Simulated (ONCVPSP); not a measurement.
Building the ONCV potential for neon (Ne) (BLYP, scalar-relativistic).

ONCVPSP 4.0.1 input, shortened (lines: element, Z, core and valence counts, functional; n l f; lmax; l rc ep ncon nbas qcut; lloc lpopt rc5 dvloc0; l nproj debl; icmod fcfact rcfact), BLYP, scalar-relativistic:

```
  Ne 10.00    1    2  -106131      upf
    1    0    2.00
    2    0    2.00
    2    1    4.00
    2
    0    0.50    0.00    5    8   16.20
    1    1.55    0.00    4    8   10.30
    2    1.50    0.28    3    6    6.60
    4    5    0.50    6.00
    0    2    2.70
    1    2    3.80
    2    2    2.90
    0    0.00    0.00
```

In the s channel the program set the typed energies aside and used -2.866, 0.250 Ha.

* Cutoffs needed: 570 Ha and 683 Ha (the cutoffs (Ha) at which the residual kinetic energy of the hardest occupied pseudo-wave falls to 1 and 0.1 mHa per electron)
* Ghost test: ghosts flagged at negative energy: s at -719.3 eV (a further GHOST(-) flag falls on a real empty level of the atom); GHOST(+) flagged for d at 152.4 eV; a true bound ghost makes a file unfit for plane-wave use
* Largest excitation error: +2196 meV (all-electron minus pseudo) for 2s2 2p2, out of 4 test configurations
